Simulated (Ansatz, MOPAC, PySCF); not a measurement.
Dimer: CH4 (SMILES C) (first 5 atoms) with CH3F (SMILES CF); geometry from B3LYP-D3(BJ)/def2-TZVP, rigid monomers moved along the line of their centres of mass till H3···F7 is 2.35 Å.
(charge 0, multiplicity 1):
```
atom    x (Å)    y (Å)    z (Å)
----  -------  -------  -------
C      0.0274  -0.0082   0.1295
H     -0.2148  -1.0669   0.2192
H     -0.3778   0.5329   0.9827
H      1.1098   0.1145   0.0998
H     -0.4041   0.3825  -0.7910
C      0.2403  -0.5896   3.5002
F     -0.4466   0.6080   3.3331
H     -0.4377  -1.4158   3.2836
H      1.0853  -0.6084   2.8116
H      0.5911  -0.6497   4.5311
```

Interaction energies are E(AB) − E(A) − E(B) at the monomers' geometry in the complex; basis-set methods are counterpoise corrected. Rows marked so take none.

Rows in 3-21G carry no dispersion term and start afresh at each structure. The state that PM3 reach isn't checked.

Programs: Ansatz (a first-principles code); MOPAC for PM3 (differences of heats of formation); PySCF for 3-21G rows, the dispersion terms. 

Problem. One of these levels gives 0.9 kJ/mol for the interaction energy. Which?
A) PM3
B) B3LYP/3-21G (no counterpoise)
C) PBE-D3(BJ)/def2-TZVPPD

Solution. A, PM3. The others give -2.7 (PBE-D3(BJ)/def2-TZVPPD), -14.6 (B3LYP/3-21G (no counterpoise))
